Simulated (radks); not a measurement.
The numbers below are computed, except where a source is named.
Charge is removed step by step from the 5p down level of neutral tantalum, starting from [Kr] 4d10 4f14 5s2 5p(up 3, down 3) 5d3 6s2. Code: a radial shooting solver on a logarithmic mesh with Libxc functionals. Model: scalar-relativistic Kohn-Sham, LDA (Slater exchange, Perdew-Wang correlation), spin-polarised, spherical densities, finite nucleus; open shells are filled with parallel spins first (spin-orbit coupling, left out, can overturn this in heavy ions); Fermi nuclear charge, rms radius 5.3507 fm.

removed (e),E - E(0) (eV),eigenvalue (eV),E minus straight line (eV)
0,0.000,-38.691,0.000
0.25,9.977,-41.243,-1.026
0.5,20.613,-43.962,-1.392
0.75,31.946,-46.821,-1.061
1,44.009,-49.798,0.000

Removing the whole electron costs 44.009 eV by Delta-SCF, against 38.691 eV from minus the eigenvalue at the starting occupation. Slater's transition state (half an electron removed) gives 43.962 eV. Integrating minus the eigenvalue over the occupation (Janak's theorem) gives 44.056 eV. In this scalar-relativistic scheme the density is built from large components alone, so the theorem holds only approximately. The mean slope of the eigenvalue, de/dn, is 11.1 eV per electron.
